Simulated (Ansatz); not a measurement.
A structure relaxed at B3LYP-D4/def2-TZVPD in Ansatz, charge -1, doublet:

| atom | x (Å) | y (Å) | z (Å) |
| --- | --- | --- | --- |
| Cd1 | 0.000 | 0.000 | 0.000 |
| O2 | 0.762 | 1.683 | -0.592 |
| O3 | -0.762 | -1.683 | 0.592 |

Give its formula and point group.

the cluster CdO2⁻. Point group D∞h (tolerance 0.1 Å).

Summarise the bond lengths by kind (pairs closer than 1.2 times the sum of covalent radii, bridged metal pairs left out).

2 × Cd–O 1.94 Å. The metal has 2 neighbours: O 1.94 Å, O 1.94 Å.

In the def2 sets Cd takes a core potential; there is no spin–orbit coupling. Another isomer (doublet) lies 0.37 eV lower at PBE0-D4/def2-TZVPD; other spin states weren't run for this one.
